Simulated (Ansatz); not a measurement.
Tuning the range parameter of LC-ωPBE so that −HOMO meets the ionisation energy; basis def2-TZVP, Ansatz. System: SnH2MeBr (CH₅BrSn). Total charge 0; singlet. Geometry: PBE-D4/def2-SVP. The ionised state is a doublet.

Geometry of the singlet:

Cartesian coordinates in Å:
```
Sn -0.847 -0.436 0.172
H -2.086 -0.192 -1.008
H -1.465 -0.302 1.781
C 0.901 0.788 -0.170
H 0.621 1.858 -0.119
H 1.314 0.558 -1.170
H 1.659 0.564 0.603
Br -0.096 -2.839 -0.090
```

In the def2 sets Sn takes a core potential; there is no spin–orbit coupling.

```csv
ω (1/bohr),HOMO (eV),LUMO (eV),vertical IE (eV),HOMO + IE (eV)
0.1,-8.13,-0.43,9.71,1.58
0.15,-8.74,0.07,9.81,1.08
0.2,-9.25,0.44,9.94,0.69
```

Estimate the row for 0.3 bohr⁻¹.


| ω (1/bohr) | HOMO (eV) | LUMO (eV) | vertical IE (eV) | HOMO + IE (eV) |
| --- | --- | --- | --- | --- |
| 0.3 | -10.04 | 0.91 | 10.18 | 0.13 |

Where does the tuning condition hold?

Not within the range that was run.
